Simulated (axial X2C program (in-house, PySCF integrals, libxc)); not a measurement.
Values are calculated unless marked as measured or tabulated.
## GeSe⁺: input and output

Program: an in-house relativistic program for diatomic molecules.

Input:
```json
{
 "zs": [
  34,
  32
 ],
 "q": 1,
 "bas": [
  "dyall-cv3z",
  "dyall-cv3z"
 ],
 "levels": [
  "PBE0",
  "HF",
  "r2SCAN"
 ],
 "cc": true,
 "r0": 2.18,
 "thr": -1.0,
 "nmax": 90,
 "npts": 10,
 "nst": 2,
 "ntry": 6
}
```
```bash
python so2c.py task.json out
```

Keys: zs atomic numbers; q charge; bas basis sets; levels methods; cc coupled cluster on or off; r0 starting distance in Å; thr threshold in hartree for freezing inner shells (an s shell follows its p shell); nmax most natural virtual spinors; npts points on the curve; nst determinants followed; ntry starts of the search. HF also brings MP2.

Output of the r2SCAN step, two-component, at R = 2.293 Å for the state Ω = 3/2. It starts from PBE0 orbitals of this distance.

```
two-component X2C + atomic mean field  r2SCAN
basis functions 210  fitting functions 1204  grid points 5801
iter        total energy     max residual
   1      -4526.986629136     7.65e-02
   2      -4526.988799883     7.15e-03
   3      -4526.989174354     9.85e-03
   4      -4526.989207059     2.40e-03
   5      -4526.989228718     2.41e-03
   6      -4526.989232679     4.86e-04
   7      -4526.989232952     1.03e-04
   8      -4526.989233017     1.06e-04
   9      -4526.989233029     6.26e-06
  10      -4526.989233030     1.06e-05
converged
one-electron -6783.40494198  Coulomb 2175.45837115  exact exchange 0.00000000  xc functional -168.51398254  nuclear repulsion 251.08800937  atomic mean-field constant -1.61668903
```
Energies are in hartree; totals compare only within one Hamiltonian and basis. The determinant is spin-polarised beyond a pure state at some levels (its spin-free form has ⟨S²⟩ too high), which makes Re and μ there less reliable.
